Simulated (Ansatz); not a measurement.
Consider the ligand exchange at the Si–Cl bond: `C[SiH](O)Cl` + CH₃NH₂ → `CN[SiH](C)O` + HCl.

Computed with Ansatz on PBE0-D4/def2-TZVP structures; ΔE is electronic, products minus reactants. CCSD(T)/CBS is the MP2 limit (def2-TZVPP, def2-QZVPP) plus CCSD(T) − MP2 in def2-TZVPP, frozen cores. This one scheme is used for every species. DFT in def2-TZVPP. HSE06 is defined as in plane-wave codes. Each species was taken in one conformer, which may not be the lowest.

`C[SiH](O)Cl`:

Z-matrix (Å, degrees):
```
C
Si 1 1.852
H 1 1.092 2 110.4
H 1 1.093 2 110.2 3 119.9
H 1 1.093 2 111.1 3 -119.8
O 2 1.636 1 113.3 3 -178.2
Cl 2 2.066 1 107.5 3 60.3
H 2 1.477 1 112.9 3 -58.5
H 6 0.958 2 118.5 1 -65.6
```

CH₃NH₂:

```xyz
7

C     0.063   -0.531   -0.192
N    -0.050    0.688    0.591
H    -0.056   -0.406   -1.278
H    -0.689   -1.248    0.145
H     1.039   -0.987   -0.014
H    -0.953    1.121    0.448
H     0.646    1.363    0.301
```

`CN[SiH](C)O`:

Cartesian coordinates in Å:
```
C 1.502 1.185 -0.216
N 0.164 0.959 -0.713
Si -0.978 -0.137 -0.065
C -0.340 -1.866 0.164
O -1.461 0.299 1.455
H 2.275 0.715 -0.837
H 1.733 2.252 -0.140
H 1.596 0.769 0.790
H -0.026 1.378 -1.608
H -2.108 -0.083 -1.036
H -0.055 -2.304 -0.795
H 0.538 -1.873 0.816
H -1.100 -2.503 0.624
H -1.739 1.210 1.560
```

HCl:

Cartesian coordinates in Å:
```
Cl -0.330 0.240 0.492
H 0.330 -0.240 -0.492
```

```csv
level,ΔE (kJ/mol),difference from CCSD(T)/CBS
PBE-D4,47.5,3.1
revPBE-D4,45.7,1.3
BLYP-D4,42.8,-1.6
HSE06-D4,48.2,3.8
PBE,51.3,6.9
BLYP,50.2,5.8
PBE0,51.3,6.9
r2SCANh,49.8,5.4
CAM-B3LYP,44.8,0.4
LC-ωPBE,46.8,2.4
MP2/def2-SVP,42.0,-2.4
CCSD(T)/def2-SVP,40.3,-4.1
CCSD/def2-TZVPP,41.8,-2.6
MP2/def2-QZVPP,45.6,1.2
HF/CBS(def2),52.0,7.6
MP2/CBS(def2),47.1,2.7
CCSD(T)/CBS,44.4,0
```

(1) What do rigid-rotor, harmonic-oscillator terms from PBE0-D4/def2-TZVP frequencies (298.15 K, 1 bar) make of the CCSD(T)/CBS value? (Estimate.)

Largest T1 diagnostic among the species: 0.010.

Answers

(1) Computed: ΔZPE = -11.5 kJ/mol, ΔH = +35.8 kJ/mol, ΔS = -11 J/(mol·K), ΔG = +39.0 kJ/mol.

At CCSD(T), def2-SVP lies −4.1 kJ/mol from the extrapolated value and def2-TZVPP −3.1 kJ/mol. Leaving LDA and LC-ωPBE aside and taking each functional with its dispersion term where it has one, the values, not all of them listed here, spread over 7.5 kJ/mol, from CAM-B3LYP-D4 to B97M-V. LDA lies −11.9 kJ/mol from PBE without D4.
